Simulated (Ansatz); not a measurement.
Start from `C[CH2][Al]([OH])[SH]` and change one atom or group to get `C[CH2][Al]([SH])[O]C`.

Ansatz, PBE0-D4/def2-TZVP geometries, multiplicity 1. Each molecule was computed in one conformer, which needn't be the lowest.

```
                                      property  `C[CH2][Al]([OH])[SH]`
           HOMO–LUMO gap (PBE/def2-TZVPP) / eV                    5.39
       HOMO–LUMO gap (ωB97M-V/def2-TZVPP) / eV                   11.13
         HOMO–LUMO gap (B3LYP/def2-TZVPP) / eV                    6.86
            LUMO energy (PBE0/def2-TZVPP) / eV                   -0.15
size of the dipole moment (PBE/def2-TZVPP) / D                    0.85
             LUMO energy (PBE/def2-TZVPP) / eV                   -0.95
```

(1) Give the same properties after the change, and the shifts. (Estimate.)

Answers

(1) The calculation gave: 
```json
{"property": "HOMO–LUMO gap (PBE/def2-TZVPP) / eV", "`C[CH2][Al]([SH])[O]C`": "5.40", "shift": "0.01"}
{"property": "HOMO–LUMO gap (ωB97M-V/def2-TZVPP) / eV", "`C[CH2][Al]([SH])[O]C`": "11.16", "shift": "0.03"}
{"property": "HOMO–LUMO gap (B3LYP/def2-TZVPP) / eV", "`C[CH2][Al]([SH])[O]C`": "6.92", "shift": "0.06"}
{"property": "LUMO energy (PBE0/def2-TZVPP) / eV", "`C[CH2][Al]([SH])[O]C`": "-0.05", "shift": "0.10"}
{"property": "size of the dipole moment (PBE/def2-TZVPP) / D", "`C[CH2][Al]([SH])[O]C`": "1.04", "shift": "0.19"}
{"property": "LUMO energy (PBE/def2-TZVPP) / eV", "`C[CH2][Al]([SH])[O]C`": "-0.84", "shift": "0.11"}
```

Dipoles are sizes alone; their direction can turn.

B3LYP here is the variant with VWN-RPA as its local correlation; programs differ in this.
